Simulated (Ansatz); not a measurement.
Calculated with Ansatz (gas phase, PBE0-D4/def2-TZVP geometries, no zero-point term in ΔE). CCSD(T)/CBS is the MP2 limit (def2-TZVPP, def2-QZVPP) plus CCSD(T) − MP2 in def2-TZVPP, frozen cores. DFT in def2-TZVPP. B3LYP here is the variant with VWN-RPA as its local correlation; programs differ in this. For Br outer-core shells are correlated without core-valence functions, which leaves a few kJ/mol of doubt a bond. Scalar relativity is left out up to krypton.

`C[Si]1(Br)CO1` → `Br[SiH]1CCO1`  (isomerisation)

`C[Si]1(Br)CO1`:

Cartesian coordinates in Å:
```
C 0.349 1.472 0.501
Si 0.030 -0.044 -0.497
Br 0.824 0.193 -2.541
C -0.343 -1.690 0.121
O -1.431 -0.792 -0.369
H 1.417 1.693 0.539
H -0.160 2.328 0.052
H -0.027 1.328 1.516
H -0.440 -1.918 1.181
H -0.221 -2.572 -0.503
```

`Br[SiH]1CCO1`:

Cartesian coordinates in Å:
```
Br -0.930 2.809 -0.440
Si -0.987 0.665 0.120
C 0.174 -0.465 -0.801
C 0.868 -0.538 0.577
O -0.014 0.273 1.400
H -2.420 0.346 0.308
H -0.248 -1.412 -1.136
H 0.774 -0.028 -1.596
H 1.869 -0.101 0.579
H 0.915 -1.547 0.990
```

CCSD(T)/CBS gives -46.4 kJ/mol.

**Question.** Another level gave -37.3 kJ/mol. Which?
A. CCSD(T)/def2-TZVPP
B. B3LYP/def2-TZVPP
C. r2SCAN/def2-TZVPP
D. HF/def2-TZVPP

**Answer.** C. r2SCAN -37.3, CCSD(T)/def2-TZVPP -47.6, B3LYP -41.4, HF/def2-TZVPP -64.2 kJ/mol.

Largest T1 diagnostic among the species: 0.011.

From PBE to PBE0 (25 % exact exchange), in def2-TZVPP and without D4, ΔE moves by −9.8 kJ/mol. In def2-TZVPP, CCSD(T) changes the Hartree–Fock value by +16.6 kJ/mol (the triples alone add +3.2 kJ/mol) and MP2 by +18.2 kJ/mol.

CCSD(T)/CBS has its own doubt, a few kJ/mol and more with outer-core shells, so smaller differences from it don't rank the levels.
